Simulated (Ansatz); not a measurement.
Worked example: CBrCl2F + SiH(CH3)2 → CCl2F + SiH(CH3)2Br

Species: CBrCl2F (bromodichlorofluoromethane) `FC(Cl)(Cl)Br`, singlet; SiH(CH3)2, doublet; CCl2F (dichlorofluoromethyl radical) `F[C](Cl)Cl`, doublet; SiH(CH3)2Br, singlet. A radical takes Br: the energy is the difference in strength between the C–Br bond broken and the Si–Br bond made.

Shapes, held fixed at every level: PBE0-D4/def2-TZVP. Programs: Ansatz 0.2.0. The zero-point and thermal change to 298 K, harmonic and unscaled (PBE0-D4/def2-TZVP), is +2.5 kJ/mol.

At CCSD(T)/def2-TZVPP; 1 Eh = 2625.50 kJ/mol:

| species | energy (Eh) |
| --- | --- |
| CBrCl2F | -3629.912342 |
| SiH(CH3)2 | -369.291031 |
| CCl2F | -1057.152760 |
| SiH(CH3)2Br | -2942.113401 |

Q: Work out ΔH(298 K) of the reaction at this level.

A: 
1. Products less reactants: (-1057.152760) + (-2942.113401) − [(-3629.912342) + (-369.291031)] = -0.062788 Eh = -164.8 kJ/mol.
2. With the thermal change: -164.8 + (+2.5) = -162.3 kJ/mol.

Other levels give -201.8 (HF/def2-SVP) to -152.3 kJ/mol (MP2/def2-SVP). No measured value is set beside it here. Open shells run unrestricted. Relativity is left out for Br. Outer-core shells of Br are correlated in most correlated rows, in sets that cover them unevenly.
